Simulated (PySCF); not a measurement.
Computed IR spectrum (relative IR intensity) of a molecule C4H8S. Geometry: B3LYP-D3(BJ)/def2-SVP. One conformer was computed; it need not be the lowest. Level of theory: B3LYP-D3(BJ)/def2-SVP (PySCF 2.14.0). Frequencies are harmonic and unscaled.

| ν (cm⁻¹) | relative intensity |
|---|---|
| 119 | 3.3 |
| 519 | 2.5 |
| 683 | 5.0 |
| 830 | 2.8 |
| 885 | 2.6 |
| 896 | 2.2 |
| 974 | 4.2 |
| 1152 | 2.0 |
| 1208 | 9.2 |
| 1231 | 3.6 |
| 1271 | 27 |
| 1294 | 3.4 |
| 1455 | 6.7 |
| 1458 | 9.2 |
| 1469 | 2.0 |
| 3039 | 86 |
| 3053 | 100 |
| 3088 | 35 |
| 3096 | 58 |
| 3118 | 61 |

**Question.** Identify the compound among the candidates.
A) C[C@@H]1C[C@H]1S
B) CSC1CC1
C) C1CCSC1
D) C[C@H]1CCS1

**Answer.** C, C1CCSC1
